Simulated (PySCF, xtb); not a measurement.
C2H5ClGeO, SMILES [CH2]1[GeH]([Cl])[CH2]O1.

Harmonic wavenumbers (cm⁻¹) from GFN2-xTB (xtb) at its own minimum, in rising order: 82, 124, 208, 337, 388, 430, 535, 535, 665, 693, 766, 946, 1052, 1109, 1158, 1177, 1180, 1437, 1441, 1562, 2880, 2884, 2977, 2977.

### Question
What does PBE-D3(BJ)/def2-SVP in PySCF give at its own minimum? (An estimate is asked for; the answer gives what the named calculation found.)

### Answer
74, 139, 209, 351, 426, 519, 559, 633, 694, 760, 807, 918, 1017, 1123, 1155, 1162, 1183, 1399, 1427, 2042, 2935, 2943, 3050, 3050. Paired by order, the mean absolute difference is 55 cm⁻¹ and the zero-point energies are 39.4 and 40.9 kcal/mol.
